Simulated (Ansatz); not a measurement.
Program: Ansatz 0.2.0.

C₂H₈OSi₂ (`C=C([SiH3])[SiH2]O`) at its PBE0-D4/def2-TZVP geometry, where that method's forces vanish. Total charge 0; spin multiplicity 1.

```csv
atom,x (Å),y (Å),z (Å)
C1,-0.1514,-0.8463,1.3501
C2,0.1778,-0.2200,0.2151
Si3,1.9771,-0.0302,-0.2385
Si4,-1.1743,0.4439,-0.8809
O5,-2.6576,0.3290,-0.1701
H6,-1.1882,-0.9815,1.6540
H7,0.5948,-1.2602,2.0266
H8,2.3601,1.4074,-0.2754
H9,2.8155,-0.7371,0.7666
H10,2.2408,-0.5967,-1.5893
H11,-1.2565,-0.3508,-2.1303
H12,-0.8563,1.8602,-1.2212
H13,-2.8818,0.9823,0.4933
```

(1) For each bond, give half the difference of the two atoms' forces along it (eV/Å; positive pushes the atoms apart) under PBE-D4, r2SCAN-D4, B3LYP-D4, ωB97M-V in def2-TZVPP. (An estimate is asked.)

## Answers

(1) The calculation gave: 
```json
{"bond": "C1–C2", "length (Å)": "1.337", "PBE-D4": "0.37", "r2SCAN-D4": "0.23", "B3LYP-D4": "0.09", "ωB97M-V": "-0.02"}
{"bond": "C1–H6", "length (Å)": "1.089", "PBE-D4": "0.03", "r2SCAN-D4": "-0.06", "B3LYP-D4": "-0.09", "ωB97M-V": "-0.05"}
{"bond": "C1–H7", "length (Å)": "1.089", "PBE-D4": "0.02", "r2SCAN-D4": "-0.07", "B3LYP-D4": "-0.08", "ωB97M-V": "-0.04"}
{"bond": "C2–Si3", "length (Å)": "1.865", "PBE-D4": "-0.10", "r2SCAN-D4": "-0.04", "B3LYP-D4": "0.08", "ωB97M-V": "0.11"}
{"bond": "C2–Si4", "length (Å)": "1.863", "PBE-D4": "-0.14", "r2SCAN-D4": "-0.04", "B3LYP-D4": "0.04", "ωB97M-V": "0.05"}
{"bond": "Si3–H8", "length (Å)": "1.488", "PBE-D4": "0.07", "r2SCAN-D4": "-0.02", "B3LYP-D4": "-0.08", "ωB97M-V": "-0.12"}
{"bond": "Si3–H9", "length (Å)": "1.488", "PBE-D4": "0.08", "r2SCAN-D4": "-0.02", "B3LYP-D4": "-0.08", "ωB97M-V": "-0.12"}
{"bond": "Si3–H10", "length (Å)": "1.488", "PBE-D4": "0.07", "r2SCAN-D4": "-0.02", "B3LYP-D4": "-0.07", "ωB97M-V": "-0.11"}
{"bond": "Si4–O5", "length (Å)": "1.649", "PBE-D4": "0.33", "r2SCAN-D4": "0.04", "B3LYP-D4": "0.15", "ωB97M-V": "0.15"}
{"bond": "Si4–H11", "length (Å)": "1.483", "PBE-D4": "0.05", "r2SCAN-D4": "-0.02", "B3LYP-D4": "-0.13", "ωB97M-V": "-0.17"}
{"bond": "Si4–H12", "length (Å)": "1.491", "PBE-D4": "0.00", "r2SCAN-D4": "-0.03", "B3LYP-D4": "-0.11", "ωB97M-V": "-0.14"}
{"bond": "O5–H13", "length (Å)": "0.958", "PBE-D4": "0.34", "r2SCAN-D4": "0.02", "B3LYP-D4": "-0.01", "ωB97M-V": "-0.06"}
```

B3LYP here is the variant with VWN-RPA as its local correlation; programs differ in this.
